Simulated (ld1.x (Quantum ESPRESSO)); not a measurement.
**Sn (Z = 50): one change to a TM semilocal potential, before and after**

| Property | Result |
| --- | --- |
| Element | tin (Sn) |
| Generator | ld1.x (Quantum ESPRESSO) 7.5 |
| Type | norm-conserving Troullier–Martins (semilocal form) |
| Functional | PBE |
| Relativity | scalar-relativistic |
| Frozen core | [Kr] 4d10 |
| Valence charge | 4 |
| Reference configuration | 5s2 5p1.75 (charge +0.25) |
| Partial waves | 5p (bound): rc 2.45 bohr; 5d channel at 0.05 Ry: rc 2.65 bohr; 5s (bound): rc 1.50 bohr |
| Local potential | the s channel |
| Core correction | none |

Change: form changed from semilocal to separable (Kleinman–Bylander), still TM.

Cutoffs: the cutoffs (Ry, on a coarse ladder) from which the occupation-weighted sum of valence levels, in a spherical-Bessel basis at the reference potential, stays within 10 and 1 mRy of its value at 400 Ry; they do not see the model core or the augmentation charge, which bear on the density cutoff. Errors are all-electron minus pseudo energies relative to the spin-unpolarised reference configuration.

Task: Predict the effect on cutoff, ghosts and configuration errors.

Result: The potential gets neither clearly harder nor softer (35 Ry and 110 Ry → 35 Ry and 110 Ry); a bound ghost appears in d, which as a rule spoils a file; the errors of the 7 common tests hardly move; the range in which the p phases agree widens (upper end 2.5 → at the end of the scan). In the semilocal form every listed channel keeps its own potential, so the choice of the local channel does not act on these tests. It acts once the file is put into the separable form. A semilocal file is local in each channel, so a ghost entry of none says nothing of the separable form that plane-wave codes build from it.

```csv
quantity,base,changed
"cutoff, loose",35 Ry,35 Ry
"cutoff, tight",110 Ry,110 Ry
bound ghosts,none,d
"error for 5s2 5p2, meV [ΔE -1.11 eV]",+0.5,+0.4
"error for 5s2 5p1, meV [ΔE 5.76 eV]",+2.0,+1.7
"error for 5s2 5p0, meV [ΔE 19.71 eV]",+41,+41
"error for 5s0 5p4, meV [ΔE 13.07 eV]",+118,+114
"error for 5s1 5p3, meV [ΔE 5.87 eV]",+19,+19
"error for 5s2 5p1.5, meV [ΔE 1.50 eV]",-0.1,-0.1
"error for 5s1 5p0, meV [ΔE 50.69 eV]",+183,+183
s: phases at 2.91 bohr within 0.05 rad from the reference energy up to (Ry; the scan ends near 5),0.7,0.7
p: phases at 2.91 bohr within 0.05 rad from the reference energy up to (Ry; the scan ends near 5),2.5,to the end of the scan
d: phases at 2.91 bohr within 0.05 rad from the reference energy up to (Ry; the scan ends near 5),0.5,0.6
```

 A true bound ghost makes a file unfit for plane-wave use even where its test errors are small: the radial tests pick states by their node count and pass the ghost by.
